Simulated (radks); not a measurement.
Ar VIII, 11 electrons, occupied as [Ne] 3s1.

Calculated with a radial shooting solver on a logarithmic mesh with Libxc functionals: scalar-relativistic Kohn-Sham, PBE, spin-unpolarised, spherical densities, point nucleus.

Energy parts (eV):
total: -13966.814
kinetic: 14047.214
electron-nucleus: -31707.595
Hartree: 4430.318
exchange-correlation: -736.750

Orbitals (lengths in bohr, moments of r in powers of bohr; <r^-3> diverges for s and p1/2; r(max) is where P^2 peaks; r(90%) holds 90 % of the orbital's charge):
| orbital | occ. | eigenvalue (eV) | r(90%) | <r^-3> | r(max) |
|---|---|---|---|---|---|
| 1s | 2 | -3266.912 | 0.153 | - | 0.05605 |
| 2s | 2 | -434.9872 | 0.639 | - | 0.3371 |
| 2p | 6 | -368.8242 | 0.613 | 129.8 | 0.2788 |
| 3s | 1 | -134.3163 | 1.69 | - | 1.052 |

The highest occupied level is 3s at -134.32 eV. The density falls to 0.001 e/bohr^3 at r = 2.19 bohr. For comparison, the ionisation energy in NIST's Atomic Spectra Database is 143.46 eV (semi-empirical). In exact Kohn-Sham theory the highest level is minus the ionisation energy, but local and semilocal functionals leave it too shallow, through self-interaction and a potential that decays too fast; potentials with the right tail come closer.

Beside tabulated values, note that spin-unpolarised runs miss the spin-polarisation part of the exchange energy of open shells.
